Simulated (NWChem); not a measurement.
# diisopropylamine (C₆H₁₅N); SMILES CC(C)NC(C)C

```xyz
22

C      0.9012    -1.6993     0.9798
C     -0.2727    -1.2146     0.1255
C     -0.7112    -2.2841    -0.8660
N     -0.0229     0.0168    -0.6071
C      0.2760     1.2291     0.1373
C      0.6947     2.3067    -0.8532
C     -0.9309     1.6809     0.9510
H      1.7766    -1.9220     0.3458
H      1.2074    -0.9469     1.7226
H      0.6433    -2.6187     1.5287
H     -1.1255    -1.0229     0.8005
H     -1.5706    -1.9315    -1.4541
H     -0.9882    -3.2186    -0.3550
H      0.1052    -2.5216    -1.5699
H      0.7101    -0.1481    -1.2953
H      1.1220     1.0879     0.8484
H     -0.1165     2.4986    -1.5729
H      1.5871     1.9986    -1.4225
H      0.9379     3.2478    -0.3380
H     -1.2077     0.9494     1.7251
H     -0.7192     2.6326     1.4619
H     -1.8008     1.8210     0.2899
```
Atoms are numbered in this order, from 1.

Computed with NWChem. The geometry was optimised at PBE0/def2-SVP. Not confirmed as a minimum by frequencies. Level: PBE/def2-SVP with SMD (1 M gas to 1 M solution), gas-phase geometry.

| solvent | dielectric constant | solvation free energy (kcal/mol) | cavity-dispersion-structure term (kcal/mol) | dipole in solution (D) |
|---|---|---|---|---|
| water | 78.4 | -0.4 | 2.7 | 1.21 |
| 2-propanol | 19.3 | -4.5 | -1.5 | 1.18 |
| chloroform | 4.71 | -5.0 | -2.5 | 1.08 |
| ethyl acetate | 5.99 | -4.0 | -1.5 | 1.11 |
| chlorobenzene | 5.70 | -4.6 | -2.0 | 1.10 |
